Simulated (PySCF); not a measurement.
System: C5H7Si, charge 0, multiplicity 2. It need not be the lowest isomer of its formula. SMILES: [SiH3]C1=CC[C]=C1
Structure (B3LYP-D3(BJ)/def2-TZVP (Ansatz) minimum search):
```
C
C 1 1.3517
H 2 1.0810 1 126.20
C 1 1.4924 2 108.57 3 180.00
C 4 1.3276 1 106.74 2 0.00
H 4 1.0797 5 128.33 1 180.00
C 5 1.4892 4 113.63 6 180.00
H 7 1.0947 5 112.60 4 -119.54
H 7 1.0947 8 106.87 5 124.14
Si 1 1.8599 2 125.77 3 0.00
H 10 1.4813 1 108.96 2 0.00
H 10 1.4832 11 109.44 1 -121.12
H 10 1.4832 11 109.44 12 -117.76
```
Charge 0, spin multiplicity 2.

Dispersion corrections to the total energy (kcal/mol) from the dftd3 and dftd4 libraries through PySCF: D3(BJ) without and D4 with the three-body term, each with the damping fitted for the functional named.

| functional | D3(BJ) | D4 |
|---|---|---|
| B3LYP | -13.42 | -12.26 |
| HSE06 | -5.20 | -5.98 |
| LC-wPBE | ? | -8.47 |
| PW6B95 | -4.01 | ? |
| TPSSh | ? | -9.36 |
| B2GP-PLYP | -5.10 | -3.23 |
| B2PLYP | -6.31 | -5.33 |

Task: Some entries are withheld; supply them.

Result: 
- LC-wPBE, D3(BJ): -7.34
- PW6B95, D4: -6.59
- TPSSh, D3(BJ): -8.95
